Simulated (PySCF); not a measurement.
## How methods differ on the excitation energy of Ar⁺

Ar⁺ [Ne] 3s2 3p5 (2P) → Ar⁺ [Ne] 3s2 3p4 4s1 (4P), as a difference of total energies. Calculation: PySCF 2.14, in aug-cc-pV(D+d)Z (5s4p3d, 32 functions); the non-relativistic Hamiltonian (point nucleus). Correlated levels: valence: [Ne] frozen. The calculations carry no spin-orbit coupling.

```json
{"method": "UHF", "excitation energy (eV)": "16.056"}
{"method": "MP2 (valence)", "excitation energy (eV)": "16.383"}
{"method": "SCS-MP2 (valence)", "excitation energy (eV)": "16.464"}
{"method": "CCSD (valence)", "excitation energy (eV)": "16.300"}
{"method": "CCSD(T) (valence)", "excitation energy (eV)": "16.298"}
{"method": "CCSDT (valence)", "excitation energy (eV)": "16.295"}
```

Errors of the correlated levels include the incompleteness of this basis and the frozen core.

Question: Which method comes closest to the reference value, and which is furthest?

Answer: The reference is 16.648 eV (measured; NIST levels, between the centres of gravity of the two terms). Closest: SCS-MP2 (valence) (error -0.184 eV); furthest: UHF (error -0.592 eV).
